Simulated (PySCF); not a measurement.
Dipole response of W (tungsten, neutral)

[Xe] 4f14 5d5 6s1, high-spin 7S determinant (an excited configuration). Calculation: PySCF 2.14, in aug-cc-pwCVDZ-PP with ECP60MDF; scalar relativity through the core potential. Coupled (time-dependent) response in atomic units; α is the mean over directions. A double-zeta set is small for polarisabilities.

```
   method  mean α (bohr³)  C₆ (like pair)  S(−4)
BHandHLYP           67.75           711.1   2558
```

S(−4) is the Cauchy moment in α(ω) = α(0) + S(−4) ω² + …

α(iu) at BHandHLYP:

```csv
u (hartree),α(iu) (bohr³)
0,67.75
0.0500,62.07
0.100,50.59
0.200,32.15
0.300,22.49
0.500,13.75
0.750,8.899
1.00,6.311
1.50,3.697
2.00,2.442
3.00,1.292
5.00,0.5328
```

A single London oscillator, α(iu) = α/(1 + u²/ω²), gives C₆ = (3/4) ω α². Matching the computed C₆ needs ω = 4 × 711.1 / (3 × 67.75²) = 0.207 hartree.

Energies and moments cover only the electrons outside the core potential. Spin-orbit coupling, which splits the p, d and f shells strongly at this Z, is absent.
